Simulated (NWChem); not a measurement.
Molecule: VNHF₃; SMILES [NH]=[V]([F])([F])[F]

```xyz
6

V      0.0000     0.0001     0.0173
N      0.0009     0.0033     1.6004
H      0.0015     0.0056     2.6207
F      1.2979     0.9781    -0.5171
F     -1.4973     0.6337    -0.5148
F      0.1985    -1.6147    -0.5113
```
Atoms are numbered in this order, from 1.

Level: PBE0/def2-SVP (NWChem), optimised geometry, unscaled harmonic frequencies. 

Problem. List the harmonic frequencies with IR intensities, and the thermochemistry.

Solution. 
| frequency (cm⁻¹) | IR intensity (km/mol) |
|---|---|
| 206 | 2.9 |
| 206 | 2.9 |
| 274 | 9.7 |
| 285 | 29.1 |
| 285 | 29.1 |
| 467 | 138.3 |
| 467 | 138.3 |
| 743 | 67.7 |
| 828 | 202.3 |
| 828 | 202.3 |
| 1153 | 115.6 |
| 3634 | 272.9 |

```yaml
zero_point_energy: 13.4 kcal/mol
thermal correction to the enthalpy at 298.15 K (with zero-point energy): 17.8 kcal/mol
heat capacity Cv: 19.6 cal/(mol K)
entropy at 298.15 K and 1 atm (symmetry number 3): 75.3 cal/(mol K)
dipole_moment: 2.44 D
```

Rigid rotor and harmonic oscillator.
